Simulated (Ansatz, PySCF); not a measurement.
Potential energy curve for GaMg (anion, charge -1), lowest singlet found (which spin is the ground state isn't settled by this scan).

- UKS-B3LYP/6-31G* = unrestricted B3LYP/6-31G*, spherical d (PySCF)
- UKS-LDA (SVWN5)/6-31G* = PySCF with unrestricted LDA (SVWN5)/6-31G*, spherical d
- UKS-PBE = unrestricted PBE/aug-cc-pVDZ (Ansatz, an electronic-structure program)
- RKS-B3LYP/LANL2DZ = restricted B3LYP/LANL2DZ, with its core potentials past Ne run with PySCF
- RKS-CAM-B3LYP = restricted CAM-B3LYP/aug-cc-pVDZ (Ansatz)

Energies are in kJ/mol, each relative to the lowest point of its own curve between 2.30 and 2.95 Å, where full CI is lowest.

| R / Å | UKS-B3LYP/6-31G* | UKS-LDA (SVWN5)/6-31G* | UKS-PBE | RKS-B3LYP/LANL2DZ | RKS-CAM-B3LYP |
|---|---|---|---|---|---|
| 1.91 | 248.5 | 221.1 | 250.7 | 284.6 | 257.7 |
| 2.03 | 152.6 | 130.6 | 154.1 | 183.1 | 161.2 |
| 2.19 | 73.0 | 57.4 | 73.6 | 94.1 | 79.9 |
| 2.30 | 40.1 | 28.4 | 40.2 | 55.3 | 45.7 |
| 2.42 | 18.1 | 10.2 | 17.8 | 27.9 | 22.1 |
| 2.50 | 9.2 | 3.7 | 8.8 | 16.0 | 12.1 |
| 2.57 | 4.2 | 0.8 | 3.8 | 8.9 | 6.3 |
| 2.67 | 0.6 | 0.0 | 0.4 | 2.8 | 1.5 |
| 2.72 | 0.0 | 0.7 | 0.0 | 1.1 | 0.4 |
| 2.85 | 1.1 | 5.2 | 1.7 | 0.0 | 0.0 |
| 2.95 | 3.7 | 10.4 | 4.9 | 1.4 | 0.8 |

At the longest distance, 2.95 Å, UKS-LDA (SVWN5)/6-31G* lies highest above its minimum (10.4 kJ/mol) and RKS-CAM-B3LYP lowest (0.8 kJ/mol).

The scan ran from 1.91 to 8.88 Å; beyond the distances shown full CI changes its symmetry label. The unrestricted determinant behind UKS-B3LYP/6-31G*, UKS-LDA (SVWN5)/6-31G*, UKS-PBE is spin-contaminated at 1.91 to 2.95 Å (<S²> up to 1.0, against 0.00 for a pure singlet). Where the anion isn't bound against loss of the electron, the finite basis alone holds it. The restricted form behind RKS-B3LYP/LANL2DZ, RKS-CAM-B3LYP keeps the bonding electrons paired and can't separate into open-shell fragments.
